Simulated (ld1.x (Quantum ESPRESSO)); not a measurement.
**Pseudopotential generation for C: ultrasoft, LDA (PZ), scalar-relativistic.**

The input file (ld1.x (Quantum ESPRESSO) 7.5):

```
&input
   title='C', zed=6., rel=1, dft='PZ', iswitch=3,
   config='[He] 2s2 2p2 3d-2',
   nld=3, rlderiv=3.70, eminld=-3.0, emaxld=5.0, deld=0.02
 /
 &inputp
   pseudotype=3, tm=.true., lloc=2,
   nlcc=.true., new_core_ps=.true., rcore=0.60,
   which_augfun='PSQ', rmatch_augfun=0.90,
   file_pseudopw='C.UPF', file_wfcaegen='ae.wfc', file_wfcncgen='nc.wfc', file_beta='beta', file_chi='chi', file_wfcusgen='us.wfc'
 /
5
2S  1  0   2.00   0.00  0.85  0.95  0.0
2S  1  0   0.00   4.00  0.85  0.95  0.0
2P  2  1   2.00   0.00  2.65  3.40  0.0
2P  2  1   0.00   3.75  2.65  3.40  0.0
3D  3  2  -2.00   0.30  3.20  3.20  0.0
 &test
   configts(1)='2s2 2p2'
 /
```

Command:

```bash
ld1.x < C.in > C.out
```

The program printed (shortened: banner, matrices, multipoles, cross overlaps and the repeated all-electron block are left out):

```
Program LD1 v.7.5
     --------------------------- All-electron run ----------------------------

     C
     scalar relativistic calculation

     atomic number is  6.00
     dft =PZ   lsd =0 sic =0 latt =0  beta=0.20 tr2=1.0E-14
     Exchange-correlation= PZ
                           (   1   1   0   0   0   0   0)
     mesh =1073 r(mesh) = 100.30751 a.u. xmin = -7.00 dx = 0.01250
     1 Ry =  13.60569312 eV, c = 137.03599908

     n l     nl                  e(Ry)          e(Ha)          e(eV)
     1 0     1S 1( 2.00)       -19.9045        -9.9522      -270.8145
     2 0     2S 1( 2.00)        -1.0028        -0.5014       -13.6439
     2 1     2P 1( 2.00)        -0.3984        -0.1992        -5.4201

     final scf error:  4.8E-15 reached in  19 iterations

     Etot =     -74.880852 Ry,     -37.440426 Ha,   -1018.805888 eV

     Ekin =      74.467893 Ry,      37.233946 Ha,    1013.187298 eV
     Encl =    -175.155012 Ry,     -87.577506 Ha,   -2383.105341 eV
     Eh   =      35.264635 Ry,      17.632317 Ha,     479.799801 eV
     Exc  =      -9.458368 Ry,      -4.729184 Ha,    -128.687646 eV

     normalization and overlap integrals

     s(1S/1S) =  1.000000  <r> =   0.2727  <r2> =    0.1008  r(max) =   0.1752
     s(2S/2S) =  1.000000  <r> =   1.5829  <r2> =    3.0397  r(max) =   1.2162
     s(2P/2P) =  1.000000  <r> =   1.7944  <r2> =    4.2270  r(max) =   1.1862

     ------------------------ End of All-electron run ------------------------

     --------------------- Generating US pseudopotential ---------------------

      Generating local pot.: lloc=2, matching radius rcloc =   3.2000

      Computing core charge for nlcc:

       r > 0.60 : true rho core
      Core charge pseudized with two Bessel functions
      Integrated core pseudo-charge :   0.90
      Wfc-us  2S rcutus= 0.959  Estimated cut-off energy=    45.67 Ry
      Wfc-us  2S rcutus= 0.959  Estimated cut-off energy=    53.80 Ry
      Wfc-us  2P rcutus= 3.432  Estimated cut-off energy=     7.00 Ry
      Wfc-us  2P rcutus= 3.432  Estimated cut-off energy=    13.88 Ry

     Q pseudized with Bessel functions
     Expected ecutrho=     304.5796 due to l1=  1   l2=  1

     ------------------- End of pseudopotential generation -------------------

     Computing logarithmic derivative in   3.72293
     Computing logarithmic derivative in   3.72293
     Computing the partial wave expansion
     R is outside the sphere for l=    0 j= 0.00
     R is outside the sphere for l=    0 j= 0.00
     R is outside the sphere for l=    1 j= 0.00
     R is outside the sphere for l=    1 j= 0.00
       no projector for channel:   2

     ---------------------- Testing the pseudopotential ----------------------

     C
     scalar relativistic calculation

     atomic number is  6.00   valence charge is  4.00
     dft =PZ   lsd =0 sic =0 latt =0  beta=0.20 tr2=1.0E-14
     mesh =1073 r(mesh) = 100.30751 xmin = -7.00 dx = 0.01250

     n l     nl             e AE (Ry)        e PS (Ry)    De AE-PS (Ry)
     1 0     2S   1( 2.00)       -1.00281       -1.00281       -0.00000
     2 1     2P   1( 2.00)       -0.39837       -0.39837        0.00000

     eps = 1.2E-16  iter =  3

     Etot =     -74.880852 Ry,     -37.440426 Ha,   -1018.805888 eV
     Etotps =   -12.319244 Ry,      -6.159622 Ha,    -167.611851 eV

     Ekin =       2.580586 Ry,       1.290293 Ha,      35.110660 eV
     Encl =     -20.295197 Ry,     -10.147599 Ha,    -276.130226 eV
     Ehrt =       8.737061 Ry,       4.368531 Ha,     118.873778 eV
     Ecxc =      -4.545233 Ry,      -2.272616 Ha,     -61.841043 eV
     (Ecc =      -1.546835 Ry,      -0.773417 Ha,     -21.045761 eV)
     Epseu=       1.203539 Ry,       0.601769 Ha,      16.374980 eV

     ---------------------- End of pseudopotential test ----------------------
```

Generation and configuration tests took about 0.98 s on one core of a shared server CPU.

Transferability test of the new file with ld1.x, input:

```
&input
   title='C', zed=6., rel=1, dft='PZ', iswitch=2,
   config='[He] 2s2 2p2 3d-2'
 /
 &test
   file_pseudo='C.UPF', nconf=10,
   configts(1)='2s2 2p2',
   configts(2)='2s2 2p1',
   configts(3)='2s2 2p0',
   configts(4)='2s1 2p0',
   configts(5)='2s1 2p3',
   configts(6)='2s2 2p2.3',
   configts(7)='2s1 2p2',
   configts(8)='2s2 2p1.5',
   configts(9)='2s2 2p2', lsdts(9)=1,
   configts(10)='2s2 2p1', lsdts(10)=1
 /
```

```bash
ld1.x < C.test.in > C.test.out
```

Pseudopotential blocks of its output, shortened (energy terms left out; the distinct warnings before each block abridged to one line each):

```
     ---------------------- Testing the pseudopotential ----------------------

     n l     nl             e AE (Ry)        e PS (Ry)    De AE-PS (Ry)
     1 0     2S   1( 2.00)       -1.00281       -1.00281       -0.00000
     2 1     2P   1( 2.00)       -0.39837       -0.39837        0.00000

     eps = 1.2E-16  iter =  3

     Etot =     -74.880852 Ry,     -37.440426 Ha,   -1018.805888 eV
     Etotps =   -12.319244 Ry,      -6.159622 Ha,    -167.611851 eV

     ---------------------- End of pseudopotential test ----------------------

          Warning: n=1, l=0 expected 0 nodes, found 1
     Warning: n=2, l=1 expected 0 nodes, found 1
     ---------------------- Testing the pseudopotential ----------------------

     n l     nl             e AE (Ry)        e PS (Ry)    De AE-PS (Ry)
     1 0     2S   1( 2.00)       -1.88207       -1.90677        0.02470  !
     2 1     2P   1( 1.00)       -1.25846       -1.27136        0.01290  !

     eps = 5.4E-15  iter = 12

     Etot =     -74.073263 Ry,     -37.036632 Ha,   -1007.818092 eV
     Etotps =   -11.499412 Ry,      -5.749706 Ha,    -156.457472 eV
     dEtot_ae =       0.807588 Ry
     dEtot_ps =       0.819832 Ry,   Delta E=      -0.012244 Ry

     ---------------------- End of pseudopotential test ----------------------

          ---------------------- Testing the pseudopotential ----------------------

     n l     nl             e AE (Ry)        e PS (Ry)    De AE-PS (Ry)
     1 0     2S   1( 2.00)       -2.95260       -2.95354        0.00094
     2 1     2P   1( 0.00)       -2.34072       -2.29533       -0.04539  !

     eps = 1.3E-15  iter =  7

     Etot =     -72.290231 Ry,     -36.145115 Ha,    -983.558698 eV
     Etotps =    -9.727547 Ry,      -4.863774 Ha,    -132.350020 eV
     dEtot_ae =       2.590621 Ry
     dEtot_ps =       2.591697 Ry,   Delta E=      -0.001076 Ry

     ---------------------- End of pseudopotential test ----------------------

          ---------------------- Testing the pseudopotential ----------------------

     n l     nl             e AE (Ry)        e PS (Ry)    De AE-PS (Ry)
     1 0     2S   1( 1.00)       -4.10639       -4.10425       -0.00215
     2 1     2P   1( 0.00)       -3.53383       -3.44829       -0.08554  !

     eps = 3.0E-17  iter =  7

     Etot =     -68.764525 Ry,     -34.382263 Ha,    -935.589027 eV
     Etotps =    -6.202133 Ry,      -3.101066 Ha,     -84.384313 eV
     dEtot_ae =       6.116326 Ry
     dEtot_ps =       6.117111 Ry,   Delta E=      -0.000785 Ry

     ---------------------- End of pseudopotential test ----------------------

          ---------------------- Testing the pseudopotential ----------------------

     n l     nl             e AE (Ry)        e PS (Ry)    De AE-PS (Ry)
     1 0     2S   1( 1.00)       -1.03516       -1.03783        0.00266
     2 1     2P   1( 3.00)       -0.42814       -0.43148        0.00334

     eps = 7.9E-15  iter = 10

     Etot =     -74.275108 Ry,     -37.137554 Ha,   -1010.564331 eV
     Etotps =   -11.713839 Ry,      -5.856920 Ha,    -159.374904 eV
     dEtot_ae =       0.605743 Ry
     dEtot_ps =       0.605404 Ry,   Delta E=       0.000339 Ry

     ---------------------- End of pseudopotential test ----------------------

          ---------------------- Testing the pseudopotential ----------------------

     n l     nl             e AE (Ry)        e PS (Ry)    De AE-PS (Ry)
     1 0     2S   1( 2.00)       -0.78826       -0.77541       -0.01285  !
     2 1     2P   1( 2.30)       -0.19408       -0.18164       -0.01244  !

     eps = 8.8E-15  iter = 18

     Etot =     -74.968981 Ry,     -37.484491 Ha,   -1020.004955 eV
     Etotps =   -12.405473 Ry,      -6.202737 Ha,    -168.785065 eV
     dEtot_ae =      -0.088130 Ry
     dEtot_ps =      -0.086230 Ry,   Delta E=      -0.001900 Ry

     ---------------------- End of pseudopotential test ----------------------

          ---------------------- Testing the pseudopotential ----------------------

     n l     nl             e AE (Ry)        e PS (Ry)    De AE-PS (Ry)
     1 0     2S   1( 1.00)       -1.88868       -1.93347        0.04480  !
     2 1     2P   1( 2.00)       -1.26365       -1.29810        0.03445  !

     eps = 5.4E-15  iter = 10

     Etot =     -73.448949 Ry,     -36.724474 Ha,    -999.323857 eV
     Etotps =   -10.864022 Ry,      -5.432011 Ha,    -147.812551 eV
     dEtot_ae =       1.431903 Ry
     dEtot_ps =       1.455222 Ry,   Delta E=      -0.023319 Ry

     ---------------------- End of pseudopotential test ----------------------

          BEWARE! Errors in PS-KS equations
     ---------------------- Testing the pseudopotential ----------------------

     n l     nl             e AE (Ry)        e PS (Ry)    De AE-PS (Ry)
     1 0     2S   1( 2.00)       -1.41471       -1.98978        0.57507  !
     2 1     2P   1( 1.50)       -0.79726       -0.79726        0.00000

     eps = 8.3E-28  iter =  6

     Etot =     -74.584754 Ry,     -37.292377 Ha,   -1014.777269 eV
     Etotps =    -6.722285 Ry,      -3.361143 Ha,     -91.461354 eV
     dEtot_ae =       0.296098 Ry
     dEtot_ps =       5.596958 Ry,   Delta E=      -5.300860 Ry

     ---------------------- End of pseudopotential test ----------------------

          ---------------------- Testing the pseudopotential ----------------------

     n l     nl             e AE (Ry)        e PS (Ry)    De AE-PS (Ry)
     1 0     2S   1( 1.00)       -1.05977       -1.06782        0.00805  !
     2 1     2P   1( 2.00)       -0.45144       -0.45791        0.00647  !
     1 0     2S   2( 1.00)       -0.87817       -0.88532        0.00715  !
     2 1     2P   2( 0.00)       -0.28484       -0.29076        0.00592  !

     eps = 3.8E-16  iter = 18

     Etot =     -74.963786 Ry,     -37.481893 Ha,   -1019.934274 eV
     Etotps =   -12.401632 Ry,      -6.200816 Ha,    -168.732805 eV
     dEtot_ae =      -0.082935 Ry
     dEtot_ps =      -0.082389 Ry,   Delta E=      -0.000546 Ry

     ---------------------- End of pseudopotential test ----------------------

          ---------------------- Testing the pseudopotential ----------------------

     n l     nl             e AE (Ry)        e PS (Ry)    De AE-PS (Ry)
     1 0     2S   1( 1.00)       -1.93037       -1.95547        0.02510  !
     2 1     2P   1( 1.00)       -1.30698       -1.31767        0.01069  !
     1 0     2S   2( 1.00)       -1.81323       -1.84207        0.02884  !
     2 1     2P   2( 0.00)       -1.18964       -1.20962        0.01997  !

     eps = 1.1E-15  iter = 14

     Etot =     -74.102420 Ry,     -37.051210 Ha,   -1008.214783 eV
     Etotps =   -11.526222 Ry,      -5.763111 Ha,    -156.822233 eV
     dEtot_ae =       0.778432 Ry
     dEtot_ps =       0.793022 Ry,   Delta E=      -0.014590 Ry

     ---------------------- End of pseudopotential test ----------------------
```
